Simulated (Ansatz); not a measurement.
Geometry optimisation, Ansatz, RKS PBE0-D4/def2-SVP.

The input (input.yaml):

```yaml
crystal:
  periodic: [false, false, false]
  atoms:
    - { symbol: C, position_ang: [-1.733, -1.5397, -0.6792] }
    - { symbol: C, position_ang: [-0.2958, -1.2415, -0.8613] }
    - { symbol: C, position_ang: [0.1981, -0.3176, 0.193] }
    - { symbol: C, position_ang: [0.8455, 0.8945, -0.0502] }
    - { symbol: Si, position_ang: [1.4385, 2.0525, 1.1771] }
    - { symbol: H, position_ang: [-2.139, -2.1602, -1.4712] }
    - { symbol: H, position_ang: [-1.9712, -1.9482, 0.2851] }
    - { symbol: H, position_ang: [-2.3152, -0.5469, -0.7732] }
    - { symbol: H, position_ang: [-0.4217, 0.10548, -0.59754] }
    - { symbol: H, position_ang: [0.2527, -2.1878, -0.7787] }
    - { symbol: H, position_ang: [0.1487, -0.6869, 1.2514] }
    - { symbol: H, position_ang: [0.8663, 1.2563, -1.0485] }
    - { symbol: H, position_ang: [2.8181, 2.3571, 0.8935] }
    - { symbol: H, position_ang: [1.2851, 1.5055, 2.5795] }
    - { symbol: H, position_ang: [0.6838, 3.3217, 1.1292] }
basis:
  gaussian: { orbitals: def2-SVP }
hamiltonian:
  xc: pbe0
  dispersion: d4
relax:
  f_tol: 0.02
  max_steps: 50
output:
  orbitals: {}
```

Launched with:

```bash
$ ansatz run input.yaml --threads 2 --pin off --max-ram 3072MiB --backend cpu --events-out ev --progress --plain --runs-dir out
```

Where does it end, and by what steps?

The run converged. After 18 steps the energy has fallen by 5.870 eV; H9 moved furthest, 1.47 Å. Parted: C3–H9 (1.09 → 2.14 Å).

```json
{"step": "0", "energy less start (eV)": "0.0000", "largest force component (eV/Å)": "4.563", "accepted": "yes"}
{"step": "1", "energy less start (eV)": "-1.2990", "largest force component (eV/Å)": "4.024", "accepted": "yes"}
{"step": "2", "energy less start (eV)": "-2.7008", "largest force component (eV/Å)": "4.035", "accepted": "yes"}
{"step": "3", "energy less start (eV)": "-3.9213", "largest force component (eV/Å)": "3.416", "accepted": "yes"}
{"step": "4", "energy less start (eV)": "-4.8444", "largest force component (eV/Å)": "2.429", "accepted": "yes"}
{"step": "5", "energy less start (eV)": "-5.3547", "largest force component (eV/Å)": "1.466", "accepted": "yes"}
{"step": "6", "energy less start (eV)": "-5.6333", "largest force component (eV/Å)": "1.086", "accepted": "yes"}
{"step": "7", "energy less start (eV)": "-5.7676", "largest force component (eV/Å)": "0.430", "accepted": "yes"}
{"step": "8", "energy less start (eV)": "-5.8135", "largest force component (eV/Å)": "0.337", "accepted": "yes"}
{"step": "9", "energy less start (eV)": "-5.8502", "largest force component (eV/Å)": "0.179", "accepted": "yes"}
{"step": "10", "energy less start (eV)": "-5.8549", "largest force component (eV/Å)": "0.518", "accepted": "yes"}
{"step": "11", "energy less start (eV)": "-5.8623", "largest force component (eV/Å)": "0.232", "accepted": "yes"}
{"step": "12", "energy less start (eV)": "-5.8686", "largest force component (eV/Å)": "0.060", "accepted": "yes"}
{"step": "13", "energy less start (eV)": "-5.8673", "largest force component (eV/Å)": "0.106", "accepted": "no"}
{"step": "14", "energy less start (eV)": "-5.8691", "largest force component (eV/Å)": "0.030", "accepted": "yes"}
{"step": "15", "energy less start (eV)": "-5.8697", "largest force component (eV/Å)": "0.032", "accepted": "yes"}
{"step": "16", "energy less start (eV)": "-5.8701", "largest force component (eV/Å)": "0.040", "accepted": "yes"}
{"step": "17", "energy less start (eV)": "-5.8702", "largest force component (eV/Å)": "0.026", "accepted": "yes"}
{"step": "18", "energy less start (eV)": "-5.8703", "largest force component (eV/Å)": "0.013", "accepted": "yes"}
```

```xyz
15
Properties=species:S:1:pos:R:3
C -1.813 -1.455 -0.561
C -0.346 -1.129 -0.827
C 0.238 -0.216 0.204
C 0.762 0.997 -0.024
Si 1.457 2.089 1.318
H -2.207 -2.157 -1.312
H -1.948 -1.918 0.430
H -2.432 -0.545 -0.588
H -0.228 -0.681 -1.827
H 0.235 -2.070 -0.834
H 0.203 -0.595 1.237
H 0.782 1.357 -1.063
H 2.905 2.389 1.083
H 1.314 1.397 2.636
H 0.740 3.402 1.376
```

Whether the end is a true minimum wasn't checked by a vibrational analysis.

Time of the run: 100 s on 2 threads of Intel(R) Xeon(R) Platinum 8259CL CPU @ 2.50GHz (Skylake/Cascade Lake), on a shared host, peak memory 0.33 GiB.
